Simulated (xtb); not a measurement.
Harmonic IR lines of one isomer of C2H4N2, unscaled. These are GFN2-xTB in xtb values and carry that method's errors.

wavenumber (cm⁻¹): 359 (w), 436 (w), 850 (m), 946 (vw), 2405 (vs), 2945 (w)

### Question
Name which structure gives these lines.
A) `CN=C=N`
B) `NC#CN`
C) `N=C=CN`
D) `[H]/N=C\N=C`

### Answer
A, `CN=C=N`
